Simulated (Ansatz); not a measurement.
(1) Predict a relaxed structure of the cluster Al3P4⁻ (the lowest singlet isomer of a short search), charge -1, singlet, at r2SCAN-D4/def2-SVPD (Ansatz).

Results:

(1) 
```xyz
7

Al    0.835    0.872   -1.107
Al   -0.155   -1.602    0.300
Al   -0.997    0.840    0.775
P    -2.131   -1.091    1.269
P    -0.697    2.501   -0.776
P     1.611   -0.163    0.846
P     1.534   -1.357   -1.307
```
Point group Cs (tolerance 0.1 Å). This is one stationary point.

The structure comes from a short search, and lower isomers may exist.
